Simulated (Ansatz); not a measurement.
Ansatz results at the PBE0-D4/def2-TZVP geometry: size of the dipole moment (ωB97M-V/def2-TZVPP) 3.96 D; ideal-gas entropy at 298 K and 1 bar (rigid rotor, harmonic PBE0-D4/def2-TZVP) 349 J/(mol·K); HOMO–LUMO gap (PBE0/def2-TZVPP) 6.53 eV.

Each molecule was computed in one conformer, which needn't be the lowest.

Problem. Which molecule gave them?
A. `[O]=[Mo]([OH])([OH])=[S]`
B. `[O]=[Mo](=[O])([F])[F]`
C. `[CH3][Mo]([NH2])(=[O])=[O]`
D. `C[O][Mo]([OH])([F])([F])([F])[Cl]`

Solution. C. The others give `[O]=[Mo](=[O])([F])[F]`: 0.97, 315, 6.86; `C[O][Mo]([OH])([F])([F])([F])[Cl]`: 4.58, 438, 4.78; `[O]=[Mo]([OH])([OH])=[S]`: 3.31, 350, 4.96.
